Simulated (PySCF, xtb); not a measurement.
CdI, SMILES [Cd][I] (connectivity only; charge and spin as stated), neutral, multiplicity 2.

Harmonic wavenumbers (cm⁻¹) from GFN2-xTB run with xtb at its own minimum, in rising order: 150.

What does PySCF with B3LYP-D3(BJ)/def2-TZVP give at its own minimum? (An estimate is asked for; the answer gives what the named calculation found.)

151. Paired by order, the mean absolute difference is 1 cm⁻¹ and the zero-point energies are 0.2 and 0.2 kcal/mol.
